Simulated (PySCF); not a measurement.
Geometry:
| atom | x (Å) | y (Å) | z (Å) |
| --- | --- | --- | --- |
| C1 | -2.214 | 0.607 | 0.100 |
| P2 | -1.236 | -0.206 | -1.252 |
| C3 | 0.368 | -0.266 | -0.408 |
| C4 | 1.219 | 0.843 | -0.132 |
| C5 | 2.331 | 0.327 | 0.449 |
| O6 | 2.242 | -1.011 | 0.545 |
| C7 | 1.057 | -1.363 | 0.024 |
| H8 | -2.047 | 0.118 | 1.058 |
| H9 | -3.270 | 0.565 | -0.157 |
| H10 | -1.915 | 1.652 | 0.170 |
| H11 | -1.583 | -1.520 | -0.909 |
| H12 | 1.013 | 1.874 | -0.340 |
| H13 | 3.225 | 0.786 | 0.823 |
| H14 | 0.811 | -2.407 | 0.007 |

Theory: PBE0/pcSseg-1 with gauge-including orbitals, geometry from GFN2-xTB, in PySCF 2.14.0 with density-fitted response routines (in vacuum, averaged over atoms made equivalent by symmetry, fast rotation or ring inversion, one computed conformer, non-relativistic Hamiltonian).

Chemical shifts δ = σref − σ; TMS for 13C (186.93 ppm), 1H (31.72 ppm); H3PO4 for 31P (318.38 ppm); 17O (336.08 ppm) against H2O, all at this level.

```tsv
atoms	nucleus	count	δ (ppm)
O6	17O	1	?
C4	13C	1	?
H13	1H	1	?
P2	31P	1	-123.5
H8/H9/H10	1H	3	1.34
C3	13C	1	127.5
H11	1H	1	4.29
C5	13C	1	149.0
C1	13C	1	?
C7	13C	1	146.8
H14	1H	1	7.53
H12	1H	1	6.67
```

Complete the table.

## Answers


- C4: 119.9 ppm, aromatic CH
- C1: 12.2 ppm, methyl carbon bonded to P
- H13: 7.55 ppm, hydrogen on an aromatic CH next to the ring oxygen; aromatic region
- O6: 307.7 ppm, aromatic ring oxygen

Shifts are as computed. Against solution values, carbons near 30 ppm lie about +3 ppm off and those near 130 ppm about +5 ppm. Of 1211 compounds with measured shifts, 218 miss one by over three times the rms of a fit or turn the order of signals round; such compounds aren't used in these exercises. Unscaled 17O shifts of doubly bonded oxygen tend to come out too high, by tens of ppm or more. Experimental scales use liquid or dissolved standards, which lie at an offset from isolated H2O (liquid H2O: subtract about 36 ppm) and H3PO4.
